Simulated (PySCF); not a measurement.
SMILES C(CCC(F)(F)F)C (C₅H₉F₃) (GFN2-xTB optimised geometry):

```
17

C      1.793    -1.766    -0.001
C      1.238    -0.347     0.000
C     -0.289    -0.347     0.000
C     -0.849     1.075     0.000
C     -2.363     1.067    -0.005
F     -2.880     0.445     1.066
F     -2.872     0.451    -1.083
F     -2.875     2.310    -0.004
H      1.462    -2.304    -0.887
H      2.880    -1.750     0.004
H      1.453    -2.310     0.877
H      1.600     0.184     0.882
H      1.600     0.186    -0.882
H     -0.653    -0.877    -0.883
H     -0.653    -0.877     0.883
H     -0.521     1.622    -0.886
H     -0.527     1.620     0.889
```

Level of theory: PBE0/def2-SVP (PySCF).

### Question
What are the frontier orbital energies and the dipole moment?

### Answer
HOMO-2 -9.85 eV, HOMO-1 -9.54 eV, HOMO -9.52 eV, LUMO 1.65 eV, LUMO+1 2.36 eV; dipole moment 2.49 D.

Meta-Löwdin charges at PBE0/def2-SVP: C1 -0.30, C2 -0.16, C3 -0.17, C4 -0.21, C5 0.75, F6 -0.27, F7 -0.27, F8 -0.27, H9 0.10, H10 0.10, H11 0.10, H12 0.09, H13 0.09, H14 0.10, H15 0.10, H16 0.12, H17 0.12.
